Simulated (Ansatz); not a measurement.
`[CH3][Y]([CH3])[F]` from Hartree–Fock to CCSD(T)

Cartesian coordinates in Å:
```
C -1.4033 -0.8790 1.0106
Y -0.5917 0.1964 -0.9086
C 1.5352 1.0839 -0.4794
F -0.7168 -0.8900 -2.5688
H -0.6224 -1.5347 1.4216
H -1.6560 -0.1766 1.8180
H -2.2847 -1.5120 0.8509
H 2.2615 0.9235 -1.2851
H 1.9560 0.6217 0.4248
H 1.5223 2.1668 -0.2840
```

Charge 0, multiplicity 1. Correlated methods include outer-core shells of Y, which these sets cover unevenly. Y: def2 effective core potential. The geometry is a stationary point of PBE0-D4/def2-TZVP. Frozen core, restricted reference, Ansatz.

| basis | HF (Eh) | MP2 corr. | CCSD corr. | (T) | CCSD(T) total |
| --- | --- | --- | --- | --- | --- |
| def2-SVP | -216.47391 | -0.66548 | -0.70530 | -0.01791 | -217.19712 |
| def2-TZVPP | -216.69793 | -0.88131 | -0.91346 | -0.03157 | -217.64296 |
| def2-QZVPP | -216.71028 | -0.97884 | – | – | – |
